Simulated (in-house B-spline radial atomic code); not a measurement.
Configurations of Ce⁶⁺, with energies counted from [Kr] 4d10 5s2 5p4. Level of theory: scalar-relativistic (X2C) r2SCAN0, spin-polarised, spherical fractional occupations, exact exchange averaged over the configuration, Fermi nucleus of rms radius 4.8771 fm; calculated with a radial B-spline atomic code at the basis-set limit. Shells without spins written out take the highest spin.

Occupations are held fixed; configurations that lie above the ionisation limit could autoionise.

```tsv
configuration	E - E(ref) (eV)	highest orbital	its <r> (bohr)
[Kr] 4d10 5s2 5p3 6p1	45.22	6p up	3.032
[Kr] 4d10 5s1 5p4 5f1	72.647	5f up	2.681
[Ar] 3d9 4s2 4p6 4d10 4f1 5s2 5p4	890.8	4f up	0.8713
[Ar] 3d9 4s2 4p6 4d10 5s2 5p4 5f1	943.14	5f up	2.581
```

Q: Order these further configurations by energy, lowest first.
A. [Ar] 3d9 4s2 4p6 4d10 5s2 5p5
B. [Kr] 4d10 5s2 5p3 6d1
C. [Kr] 4d9 5s2 5p4 6s1
D. [Kr] 4d10 4f1 5s2 5p3
E. [Kr] 4d10 5s2 5p3 5d1

A: D (8.581 eV), E (24.514 eV), B (55.409 eV), C (145.08 eV), A (887.81 eV).
